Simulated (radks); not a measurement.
Results of a calculation; reference values are marked as such.
Problem. Level of theory: scalar-relativistic Kohn-Sham, LB94 model potential, spin-polarised, spherical densities, finite nucleus; Fermi nuclear charge, rms radius of each element as measured or else 0.836 A^(1/3) + 0.57 fm (a radial shooting solver on a logarithmic mesh with Libxc functionals). Response by self-consistent Sternheimer equations with the Hartree and adiabatic LDA kernel, the relativistic mass of each level held fixed and spin-orbit coupling left out. Rank Sr8+, As3+, Ga+, Zn, Se4+, Ge2+, Br5+, Kr6+, Rb7+ (NIST ground configurations) by static dipole polarisability, largest first.

Solution. Zn 28.20, Ga+ 14.39, Ge2+ 8.855, As3+ 6.001, Se4+ 4.320, Br5+ 3.243, Kr6+ 2.510, Rb7+ 1.989, Sr8+ 1.607 bohr^3.
